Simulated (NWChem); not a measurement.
# silicon monosulfide (SiS, singlet); SMILES [Si]=S

Computed with NWChem. Low-valent species are run as closed-shell singlets; no triplet was tried in these runs. Coordinates come from a PBE0-D3(BJ)/def2-TZVP optimisation. Level: PBE/def2-SVP with SMD (1 M gas to 1 M solution), gas-phase geometry. Reactions with the solvent are ignored.

Question: Among these, which solvent gives the highest value of “solvation free energy (kcal/mol)”?
(A) 1-propanol
(B) dichloromethane
(C) methanol
(D) water

Answer: D, water. Values: dichloromethane -3.2; 1-propanol -3.1; methanol -3.1; water -1.4
